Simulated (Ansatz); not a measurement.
Two isomers of CH8BNOSi: A = `CB(N)[SiH2]O`, B = `BN[SiH2]CO`.

Gas-phase electronic energies from Ansatz, PBE0-D4/def2-TZVP geometries. CBS: MP2 limit from def2 TZ/QZ plus the TZ coupled-cluster correction, frozen cores. DFT in def2-TZVPP. B3LYP here is the variant with VWN-RPA as its local correlation; programs differ in this. Each species was taken in one conformer, which may not be the lowest.

Task: Which isomer does CCSD(T)/CBS put lower? Give the gap. (Best estimate.)

Result: Computed: A, by 137.9 kJ/mol.

Task: Give E(B) − E(A) in kJ/mol with CCSD/def2-TZVPP, HF/def2-TZVPP, MP2/def2-TZVPP, B2PLYP, PBE0-D4, B3LYP, ωB97M-V. (An estimate is asked.)

Result: Ansatz gave: CCSD/def2-TZVPP 135.2, HF/def2-TZVPP 124.4, MP2/def2-TZVPP 138.5, B2PLYP 135.7, PBE0-D4 142.2, B3LYP 135.2, ωB97M-V 133.2. None reverses the order clearly.

Largest T1 diagnostic: 0.012.

In def2-TZVPP, CCSD(T) changes the Hartree–Fock value by +11.3 kJ/mol (the triples alone add +0.5 kJ/mol) and MP2 by +14.1 kJ/mol.
